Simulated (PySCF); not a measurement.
**[ReO(OH)3]2+ at several levels of theory**

Computed with PySCF 2.14.0 (density fitting, no spin-orbit coupling) at the geometry relaxed with PBE:

```xyz
8
[ReO(OH)3]2+ (singlet)
Re   -0.1261   -0.0915   -0.1450
O     0.9008    0.7733    0.8416
O    -1.2516   -1.0168    0.8769
H    -1.6337   -1.3290    1.7509
O     0.8492   -1.1904   -1.1486
H     1.7024   -1.6000   -1.4832
O    -1.0245    1.0558   -1.1668
H    -1.2603    1.9698   -1.5079
```

| level | basis | state | HOMO (eV) | gap (eV) | charge on Re1 (e) | dipole about the centre of mass (D) | largest force component (eV/Å) |
| --- | --- | --- | --- | --- | --- | --- | --- |
| PBE | Re def2-SVP with ECP60, O def2-SVP, H def2-SVP | singlet | -20.82 | 4.62 | 1.54 | 1.28 | 0.01 |
| BLYP | the same | singlet | -20.66 | 4.59 | 1.54 | 1.29 | 0.44 |
| CAM-B3LYP | the same | singlet | -23.85 | 9.30 | 1.70 | 1.20 | 1.27 |
| BP86 | the same | singlet | -20.94 | 4.62 | 1.56 | 1.28 | 0.09 |
| PBE | Re def2-TZVP with ECP60, O def2-TZVP, H def2-TZVP | singlet | -20.74 | 4.65 | 1.71 | 1.31 | 0.21 |
| PBE | Re x2c-SVPall, O x2c-SVPall, H x2c-SVPall | singlet | -20.91 | 4.43 | 1.49 | 1.24 | 0.71 |

Charges are Mulliken's, which hang on the basis. The relaxation used the grid (50, 194), these runs (75, 302) or, all-electron (x2c bases, spin-free X2C Hamiltonian), (99, 590).

What does TPSSh with Re def2-SVP with ECP60, O def2-SVP, H def2-SVP give here?

state singlet, HOMO (eV) -21.57, gap (eV) 5.59, charge on Re1 (e) 1.72, dipole about the centre of mass (D) 1.26, largest force component (eV/Å) 0.49. Time: 13 s on 2 threads of Arm Neoverse V1, with other jobs on the host, from an already converged density.

In the first row's basis the gap widens with exact exchange: 4.6 eV for BLYP, PBE, BP86 (none); 5.6 eV for TPSSh (a fixed share); 9.3 eV for CAM-B3LYP (rising or full at long range).
